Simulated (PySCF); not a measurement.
# Hartree-Fock beside MP2: BClGeH3N

Calculated results; nothing here was measured. They come from PySCF 2.14.0, an open-source quantum chemistry program, on an isolated molecule that a program drew, which may never have been made. The molecule is BClGeH3N (charge 0, singlet), drawn as the SMILES string `N=[B][GeH2][Cl]`.

The geometry was optimised and harmonic frequencies were computed with HF and MP2, all in the cc-pV(D+d)Z basis, for the commonest isotopes, with a restricted reference for singlets and an unrestricted one otherwise, and a frozen core in MP2. Germanium has the cc-pVDZ-PP basis, with a core potential (ECP10MDF) in place of its 10 inner electrons, and its 3s, 3p and 3d shells are frozen in MP2. Each result is a local minimum of its method.

Geometry at the HF minimum:
```xyz
7
BClGeH3N, angstrom
N    -2.3865   -1.2634   -3.1117
B    -1.4823   -0.7089   -2.4980
Ge    0.0577    0.1814   -1.4884
Cl   -0.7131    1.9959   -0.5650
H    -3.1252   -1.6968   -3.6006
H     0.5789   -0.6921   -0.3569
H     1.1779    0.6136   -2.4227
```

Lengths of the bonds as drawn, in Å (atoms numbered as above):
```
   bond     HF    MP2
  N1-B2  1.226  1.256
 B2-Ge3  2.045  2.034
Ge3-Cl4  2.177  2.177
  N1-H5  0.986  1.003
 Ge3-H6  1.521  1.530
 Ge3-H7  1.521  1.530
```

Rotational constants, in GHz:
```
constant,HF,MP2
A,6.461,6.433
B,1.974,1.965
C,1.542,1.534
```

Harmonic frequencies in cm^-1, each column in rising order, so a row needn't be the same motion in every method:
```
rank    HF   MP2
   1   103    93
   2   251   217
   3   355   314
   4   421   419
   5   457   451
   6   552   501
   7   576   515
   8   583   522
   9   719     ?
  10   834   792
  11   949   899
  12  2094  1904
  13  2273  2218
  14  2281  2218
  15  4076  3854
```

**Estimate the missing MP2 frequency from the HF column.**

A single factor s that minimises the squared misfit of MP2 against s times HF over the other rows is sum(HF x MP2) / sum(HF^2) = 0.9484, with an rms misfit of 36 cm^-1. For rank 9 it gives 0.9484 x 719 = 682 cm^-1. The calculation gives 687 cm^-1, 5 cm^-1 above the estimate. The drawn bonds are on average 0.8 % longer in MP2 than in HF.
